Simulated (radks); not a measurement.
Numerical settings for the lanthanum ion La+, [Xe] 5d2. Calculated with a radial shooting solver on a logarithmic mesh with Libxc functionals: scalar-relativistic Kohn-Sham, SCAN, spin-polarised, spherical densities, finite nucleus; open shells are filled with parallel spins first (spin-orbit coupling, left out, can overturn this in heavy ions); meta-GGA in the generalised Kohn-Sham scheme; Fermi nuclear charge, rms radius 4.855 fm. The defaults (mesh step 0.008 in ln r, mesh end at 40 bohr or more with all orbitals vanishing there, Anderson mixing 0.5 over 9 steps, residual threshold near 1e-9 with the energy settled to 1e-9 hartree or 1e-11 of itself, here a cap of 100 iterations) give E = -8494.268 hartree and 5d at -7.516 eV in 16 iterations. Run on one thread of a shared host, so times are rough (Arm Neoverse V1): 0.27 s of CPU time, 0.27 s wall, 16 iterations on 2314 mesh points. One setting is changed at a time: mesh step in ln r 0.05; mesh step in ln r 0.2; mesh step in ln r 0.02; mesh end (bohr) 2; mesh end (bohr) 3; residual threshold 0.01; residual threshold 0.1; mixing 0.01; linear mixing, mixing 0.05; linear mixing, mixing 0.5; mixing history 20; iteration cap 3. Which runs fail to converge, and which converge to a wrong energy?

Answer. Not converged within the cap: mesh step in ln r 0.2; linear mixing, mixing 0.05; iteration cap 3. Settled on a wrong energy, with an occupied level pushed above zero by the early mesh end: mesh end (bohr) 2 (+17.6 hartree); mesh end (bohr) 3 (+2.05 hartree). Apart from these: settings that end as converged yet miss the energy by more than 1 mhartree: mesh step in ln r 0.05 (-0.0851 hartree); mesh step in ln r 0.02 (+0.0259 hartree).
